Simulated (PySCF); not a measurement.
Precursor series Zn OH-H. Gas-phase values, no solvent. One relaxed conformer stands for each flexible species; it need not be the lowest.

The numbers are results of B3LYP-D3(BJ)/def2-TZVP // PBE-D3(BJ)/def2-SVP run with PySCF 2.14.0, not measurements. B3LYP has the VWN-RPA correlation part, as in Gaussian. 

| species | charge on the central atom (meta-Löwdin) (e) | HOMO (eV) | mean distance from the central atom to its bonded neighbours (Å) | LUMO (eV) |
|---|---|---|---|---|
| 0 of 2 OH replaced by H | 1.28 | -8.17 | 1.780 | -1.53 |
| 1 of 2 OH replaced by H ([Zn(OH)(H)]) | 1.05 | -7.94 | 1.652 | -0.82 |
| 2 of 2 OH replaced by H ([Zn(H)2]) | 0.87 | -7.84 | 1.551 | -0.96 |
